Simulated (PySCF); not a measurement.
A species of formula C5H16N2Si2 has this rotational fingerprint, computed with PBE0-D3(BJ)/def2-SVP geometry optimisation, gas phase (PySCF):

- Rotational constants: A = 2071, B = 662.5, C = 613.8 MHz
- Dipole components: |μa| = 0.79 D, |μb| = 0.72 D, |μc| = 0.36 D
- Inertial defect: -183.60 u·Å²
- κ: -0.93

Question: Which structure is it? (One computed conformer of each.)
A. `[CH3:1][CH2:2][CH2:3][Si@H:4]1[NH:5][Si@H:6]([CH2:7][CH3:8])[NH:9]1` with C1–C2–C3–Si4 180°, C2–C3–Si4–N5 66°, N5–Si6–C7–C8 -163°
B. `[CH3:1][CH2:2][C@@H:3]1[CH2:4][Si@@H:5]([NH:6][CH3:7])[NH:8][SiH2:9]1` with C1–C2–C3–C4 -177°, C4–Si5–N6–C7 159°, C2–C3–C4–Si5 -167°, C3–C4–Si5–N6 -81°, C4–Si5–N8–Si9 -16°, Si5–N8–Si9–C3 -3°
C. `[CH3:1][CH2:2][C:3]([CH3:4])([CH3:5])[SiH:6]1[NH:7][SiH2:8][NH:9]1` with C1–C2–C3–C4 64°, C2–C3–Si6–N7 83°

Answer: B. It is CC[C@@H]1C[Si@@H](NC)N[SiH2]1, a near-prolate asymmetric top, point group C1. The candidates at the same level (rigid rotor, commonest isotopes):

| SMILES | A (MHz) | B (MHz) | C (MHz) | μa (D) | μb (D) | μc (D) | Δ (u·Å²) | point group | rotor |
| --- | --- | --- | --- | --- | --- | --- | --- | --- | --- |
| CCC(C)(C)[SiH]1N[SiH2]N1 | 1923 | 824.0 | 709.4 | 0.60 | 0.05 | 0.16 | -163.70 | C1 | asymmetric top |
| CCC[Si@H]1N[Si@H](CC)N1 | 4205 | 444.2 | 430.2 | 0.02 | 0.04 | 0.02 | -83.14 | C1 | near-prolate asymmetric top |
| CC[C@@H]1C[Si@@H](NC)N[SiH2]1 | 2071 | 662.5 | 613.8 | 0.79 | 0.72 | 0.36 | -183.60 | C1 | near-prolate asymmetric top |

`CCC[Si@H]1N[Si@H](CC)N1` has A 103 % too high; `CCC(C)(C)[SiH]1N[SiH2]N1` has B 24 % too high. No structure here is proved a minimum.
